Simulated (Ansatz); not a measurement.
Diatomic HfSe, multiplicity 3 (an upper state: multiplicity 1 came lower at CCSD(T)/def2-TZVPP on PBE0 minima). No spin–orbit coupling. Se is treated without relativity.

The constants come from a fifth-degree fit in 1/R (seven points, main isotopes). In def2 and cc sets the state is the lowest found near the PBE0 minimum, followed along R.

Run with Ansatz (Gaussian orbitals). Values without a source in brackets are computed. In def2 rows elements past Kr take small-core potentials, without spin–orbit coupling.

Energies at PBE/def2-TZVPP:

| R (Å) | E (hartree) |
|---|---|
| 2.167017 | -2449.17112741 |
| 2.225271 | -2449.17978924 |
| 2.278864 | -2449.18424240 |
| 2.339447 | -2449.18600858 |
| 2.400030 | -2449.18501000 |
| 2.469934 | -2449.18120975 |
| 2.551488 | -2449.17413733 |

With a reduced mass of 55.3395 u, find the minimum, the force constant and the constants.

A fifth-degree polynomial in 1/R puts the minimum at r_e = 2.3455 Å with force constant 319 N/m. Then ω_e = (1/2πc)√(k/μ) = 313 cm⁻¹ and B_e = h/(8π²cμr_e²) = 0.05537 cm⁻¹; the cubic and quartic terms give α_e = 0.00013 and ω_e x_e = 0.53 cm⁻¹.

Ansatz is a first-principles code.
